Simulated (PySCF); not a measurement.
**Field gradients at the hydrogen positions**

Species: C7H9P.
Cartesian coordinates in Å at the GFN2-xTB level; atoms count from 1:
```
atom  x, y, z in Å
C1     2.8057    0.1706   -0.3922
C2     1.3752    0.0647    0.0518
C3     0.3683    0.0333   -0.9076
C4    -0.9779   -0.0413   -0.5994
C5    -1.4919   -0.0909    0.6843
C6    -2.9804   -0.1742    0.8729
P7    -0.4928   -0.0667    2.1132
C8     1.0829    0.0244    1.4020
H9     2.9516   -0.3277   -1.3482
H10    3.4773   -0.2689    0.3419
H11    3.0773    1.2202   -0.5138
H12    0.6548    0.0682   -1.9501
H13   -1.6841   -0.0634   -1.4216
H14   -3.4735    0.6798    0.4082
H15   -3.3731   -1.0789    0.4083
H16   -3.2362   -0.1896    1.9306
H17    1.9098    0.0523    2.1031
```

Level: PBE0/pcSseg-1 (PySCF, non-relativistic); Q(2H) = 0.00286 b; rigid geometry, the same for H and D, with no vibrational averaging.

Give the electric field gradient Vzz (the principal value of largest size), its asymmetry and the 2H coupling at each hydrogen.

```csv
atom,bonded to,bond length (Å),Vzz (au),η,χzz (kHz)
H9,C1,1.088,0.3131,0.03,210
H10,C1,1.088,0.3130,0.03,210
H11,C1,1.091,0.3089,0.01,208
H12,C3,1.082,0.3224,0.07,217
H13,C4,1.084,0.3179,0.07,214
H14,C6,1.090,0.3102,0.02,208
H15,C6,1.090,0.3100,0.02,208
H16,C6,1.088,0.3096,0.04,208
H17,C8,1.084,0.3209,0.07,216
```

How does χzz go with the bond length over the 9 C–H bonds?

A straight-line fit has a slope of -10.4 kHz for each 0.01 Å, with a correlation coefficient of -0.96, over lengths from 1.082 to 1.091 Å. The longer bonds have the smaller couplings here.

Isolated species at its GFN2-xTB geometry, gas phase. GFN2-xTB bond lengths can be off by several hundredths of an ångström, more for odd bonds, and the gradients follow them. These gradients aren't converged with respect to the basis.

These values come from a run that also computed NMR shieldings. The run took about 1.6 min of CPU time (with the writing of density and orbital grids) (one thread, shared machine).
